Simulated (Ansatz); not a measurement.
The input (input.yaml):

```yaml
crystal:
  periodic: [false, false, false]
  atoms:
    - { symbol: C, position_ang: [-1.980383, 0.505209, 0.140952] }
    - { symbol: Si, position_ang: [-0.538165, 0.318827, -1.0003] }
    - { symbol: B, position_ang: [1.328865, 0.207768, -0.546635] }
    - { symbol: Al, position_ang: [2.176327, -1.160771, 0.771413] }
    - { symbol: H, position_ang: [-2.638414, 1.304753, -0.245324] }
    - { symbol: H, position_ang: [-1.686074, 0.743396, 1.172469] }
    - { symbol: H, position_ang: [-2.578983, -0.424528, 0.125559] }
    - { symbol: H, position_ang: [-0.887559, -0.020113, -2.404816] }
    - { symbol: H, position_ang: [2.184131, 1.036409, -0.73803] }
    - { symbol: H, position_ang: [2.983615, -2.486575, 0.933241] }
    - { symbol: H, position_ang: [1.63664, -0.024395, 1.791469] }
total_charge: 1
basis:
  gaussian: { orbitals: def2-SVP }
hamiltonian:
  xc: b3lyp
phonons: {}
```

Launched with:

```bash
$ ansatz run input.yaml --threads 2 --pin off --max-ram 3072MiB --backend cpu --events-out ev --progress --plain --runs-dir out
```

Hardware: 2 threads of Intel(R) Xeon(R) 6975P-C (Granite Rapids), with other jobs on the host.

Roughly how long does this run take, and how much memory?

61 s, with a peak of 0.22 GiB, for 0 ionic steps.
